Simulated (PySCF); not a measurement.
Species: `N[Si](N)(P)CC[SiH3]`. The columns A, B, C and D hold Mulliken, IAO, Hirshfeld and ESP-fitted charges (e) of one PBE0/pcSseg-1 density (PySCF), in a shuffled order. Coordinates in Å (GFN2-xTB); the density's dipole moment is (-0.83, 1.36, 1.70) D.

```csv
atom,x,y,z,A,B,C,D
N1,-1.813,1.743,-0.416,-0.980,-0.854,-0.621,-0.330
Si2,-1.355,0.110,-0.046,+0.970,+1.097,+0.899,+0.395
N3,-2.334,-0.581,1.204,-1.243,-0.844,-0.615,-0.326
P4,-1.608,-0.935,-2.023,-0.503,-0.154,-0.273,-0.039
C5,0.457,-0.102,0.528,-0.268,-0.557,-0.551,-0.169
C6,1.436,0.152,-0.616,-0.143,-0.521,-0.555,-0.159
Si7,3.246,-0.129,-0.113,+0.406,+0.603,+0.511,+0.312
H8,-1.622,2.101,-1.339,+0.368,+0.265,+0.200,+0.108
H9,-1.674,2.468,0.270,+0.349,+0.256,+0.186,+0.112
H10,-2.170,-0.299,2.157,+0.447,+0.258,+0.188,+0.114
H11,-3.325,-0.662,1.041,+0.430,+0.260,+0.193,+0.112
H12,-2.938,-1.248,-1.824,+0.160,-0.001,+0.056,-0.010
H13,-1.194,-2.164,-1.547,+0.134,0.000,+0.059,-0.009
H14,0.611,-1.107,0.921,+0.071,+0.146,+0.148,+0.035
H15,0.666,0.587,1.347,+0.071,+0.136,+0.138,+0.032
H16,1.178,-0.505,-1.452,+0.072,+0.139,+0.166,+0.030
H17,1.303,1.173,-0.982,+0.015,+0.141,+0.142,+0.034
H18,4.128,0.191,-1.238,-0.124,-0.121,-0.091,-0.081
H19,3.429,-1.526,0.285,-0.114,-0.122,-0.086,-0.079
H20,3.572,0.742,1.021,-0.117,-0.125,-0.093,-0.081
```

Question: Which column most likely holds the ESP-fitted charges?

Answer: A. Σ q r misses the density's dipole by 0.05 D (A), 1.65 D (D), 1.68 D (C), 1.99 D (B). Charges fitted to the outside potential are the only set here that is tied to the molecule's multipoles.

Question: And the Hirshfeld charges?

Answer: D. The mean sizes are 0.128 e (D), 0.289 e (C), 0.330 e (B), 0.349 e (A), and Hirshfeld charges are commonly the smallest of these schemes.

As computed, A = ESP-fitted, B = IAO, C = Mulliken, D = Hirshfeld. Hydrogens on carbon: ESP-fitted +0.01 to +0.07, IAO +0.14 to +0.15, Mulliken +0.14 to +0.17, Hirshfeld +0.03 to +0.03 e.

The Mulliken scheme gives each basis function's population to the atom it is centred on and halves the overlap population of two atoms between them. The ESP scheme fits charges at the nuclei, held to the total charge, to the electrostatic potential on points at 1.4 to 2.0 times the van der Waals radii.

The structure is a single GFN2-xTB conformer in the gas phase; no vibrational or solvent corrections.
